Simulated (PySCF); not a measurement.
These compounds are isomers of formula C5H7F3OSi.

A. SMILES C(=O)/C([SiH3])=C\C(F)(F)CF
B. `C[SiH2]/C(C=O)=C/C(F)(F)F`
C. SMILES FC([C@H]1C(=C)[C@H]1O[SiH2]F)F

Spectrum 1. 1H NMR (400 MHz, computed): δ 10.69 (s, 1H), 7.13 (m, 1H), 4.31 (q, 2H), 0.52 (t, 3H). 13C{1H} NMR (computed): δ 201.8 (CH), 161.9 (C), 148.1 (CH), 130.7 (C), -2.7 (CH3).

Spectrum 2. 1H NMR (400 MHz, computed): δ 6.38 (m, 1H), 6.30 (m, 1H), 6.09 (m, 1H), 4.98 (m, 1H), 4.61 (m, 1H), 4.47 (m, 1H), 2.12 (m, 1H). 13C{1H} NMR (computed): δ 139.9 (C), 121.8 (CH), 119.7 (CH2), 53.8 (CH), 30.4 (CH).

Spectrum 3. 1H NMR (400 MHz, computed): δ 10.45 (s, 1H), 6.59 (m, 1H), 5.21 (m, 2H), 4.37 (s, 3H). 13C{1H} NMR (computed): δ 205.0 (CH), 154.8 (C), 149.8 (CH), 125.1 (C), 95.7 (CH2).

Theoretical values (PySCF): shieldings: GIAO PBE0/pcSseg-1, coordinates at the GFN2-xTB level. No solvent, no relativistic terms, averaged over atoms made equivalent by symmetry, fast rotation or ring inversion, one computed conformer.

Referencing at the same level of theory: TMS for 1H (31.72 ppm), 13C (186.93 ppm). Splittings of carbon signals by F and P are missing where no couplings were computed. Where no couplings were computed, multiplicities follow the n + 1 count of equivalent neighbours, and m marks all less simple cases (inequivalent or close neighbours, rings, F or P nearby). Shifts are as computed. Against solution values, carbons near 30 ppm lie about +3 ppm off and those near 130 ppm about +5 ppm. Of 1211 compounds with measured shifts, 218 miss one by over three times the rms of a fit or turn the order of signals round; such compounds aren't used in these exercises.

Match each spectrum to its structure.

Answers

1–B, 2–C, 3–A.

- Spectrum 1 (B): 5 13C signals; δC 201.8 is an aldehyde carbonyl carbon; δC 161.9 is an α carbon of a C=C–C=O unit.
- Spectrum 2 (C): 5 13C signals; δC 139.9 is a fully substituted alkene carbon; δC 121.8 is an sp3 CH bonded to 2 F.
- Spectrum 3 (A): 5 13C signals; δC 205.0 is an aldehyde carbonyl carbon; δC 154.8 is an α carbon of a C=C–C=O unit.
